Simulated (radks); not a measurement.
The numbers below are computed, except where a source is named.
Spherical quantum dot in the effective-mass picture: electrons in a parabolic well V = omega^2 r^2 / 2 with omega = 0.259, with a point charge +2 (a donor) at the centre, all in effective atomic units (hartree* = m*/eps^2 hartree, bohr* = eps/m* bohr), one dielectric constant everywhere. Level of theory: non-relativistic Kohn-Sham, LDA (Slater exchange, Perdew-Wang correlation), spin-polarised, spherical densities (a radial shooting solver with Libxc functionals). Levels are named by radial order and angular momentum (1s, 1p, 1d, 2s, ...), and open shells are averaged over m. Results are scaled to m* = 0.195 and eps = 9.6, for which hartree* = 57.58 meV and bohr* = 2.605 nm.

N = 18, configuration 1s2 1p6 1d(up 5, down 3) 2s2. This is the lowest configuration that the search found. Occupied and some empty levels:

| level | occupation | eigenvalue (meV) | <r> (nm) |
|---|---|---|---|
| 1s up | 1 | 180.34 | 2.583 |
| 1s down | 1 | 180.35 | 2.575 |
| 2s up | 1 | 210.07 | 11.61 |
| 2s down | 1 | 210.73 | 11.59 |
| 1p up | 3 | 212.25 | 11.68 |
| 1p down | 3 | 212.90 | 11.64 |
| 1d up | 5 | 218.77 | 13.36 |
| 1d down | 3 | 219.46 | 13.38 |
| 1f up | 0 | 225.96 | 14.49 |
| 1f down | 0 | 226.63 | 14.52 |
| 2p up | 0 | 228.01 | 11.87 |
| 2p down | 0 | 228.42 | 11.89 |
| 1g up | 0 | 233.94 | 15.41 |
| 1g down | 0 | 234.56 | 15.46 |

Energy (meV): total 1963.52, kinetic 333.09, external -39.492, Hartree 1922.3, exchange-correlation -252.38.
